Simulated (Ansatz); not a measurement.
**Question.** Name a neutral molecule of C, F, In, Si and H with size of the dipole moment (B3LYP/def2-TZVPP) between 1.95 and 2.25 D and vertical ionisation energy (CCSD(T)/def2-TZVPP) between 9.15 and 9.45 eV (Ansatz, PBE0-D4/def2-TZVP geometry).

**Answer.** `CC(F)[SiH2][CH2][InH2]` (2.19 D, 9.27 eV). Other molecules can fit too; these were computed, each in one conformer that needn't be the lowest.

B3LYP here is the variant with VWN-RPA as its local correlation; programs differ in this.
